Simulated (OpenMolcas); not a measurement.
# Ni3+: moving or changing the point charges

Ni3+ among 4 point charges of -1.5 e arranged as a tetrahedron (Td), 2.11 Å from the ion.
```
   1.2182    1.2182    1.2182  -1.50
   1.2182   -1.2182   -1.2182  -1.50
  -1.2182    1.2182   -1.2182  -1.50
  -1.2182   -1.2182    1.2182  -1.50
```

| Item | Value |
| --- | --- |
| Program | OpenMolcas 26.06 |
| Method | CASSCF |
| Basis | ANO-RCC-VTZP [6s5p3d2f1g] |
| Scalar Hamiltonian | DKH2, point nucleus |
| Active space | 7 electrons in 5 orbitals (3d) |
| State averaging | 2S+1 = 4 even, 10 roots; 2S+1 = 2 even, 40 roots |
| Spin-orbit coupling | RASSI with atomic mean-field integrals over the reference wave functions |

Runs around this geometry, states (labels of Td). Energies in cm-1 above the lowest state or level, χT in cm3 K/mol.

| R (Å) | q (e) | Ground state | First state of that spin | First gap with spin-orbit (degeneracies) | χT at 300 K | First state of another spin |
| --- | --- | --- | --- | --- | --- | --- |
| 2.11 | -0.98 | 4A2 | 4T2 379.2 | 268.6 (4, 4) | 5.328 | 2A1 22156 |
| 2.11 | -1.5 | 4A2 | 4T2 561.6 | 414.1 (4, 4) | 5.106 | 2A1 22342 |
| 2.31 | -1.5 | 4A2 | 4T2 365.7 | 258.0 (4, 4) | 5.342 | 2A1 22141 |

Taking the first state of the same spin as R^-n, n = -ln(365.7 / 561.6) / ln(2.31 / 2.11) = 4.7 between the shortest and longest distance.

Scaling the charges by -0.98 / -1.5 = 0.65 scales the first state of the same spin by 379.2 / 561.6 = 0.68; with fixed orbitals a first-order splitting would follow the charge.

Without dynamic correlation the repulsion within the d shell is too large (B by tens of per cent), so at a given field states of lower spin stand too high. The ground term spreads over less than 5000 cm-1, several times less than with real ligands, so orbital moments are less quenched and χT lies further from the spin-only value than at real sites. Spin-orbit coupling mixes the spin-free states strongly: the lowest level takes only 50 % from its leading state, 4A2 (figures for R = 2.11, q = -0.98; the like holds for R = 2.11, q = -1.5, R = 2.31, q = -1.5). This is an electrostatic model: the charges have no orbitals. No measured value stands beside these numbers.
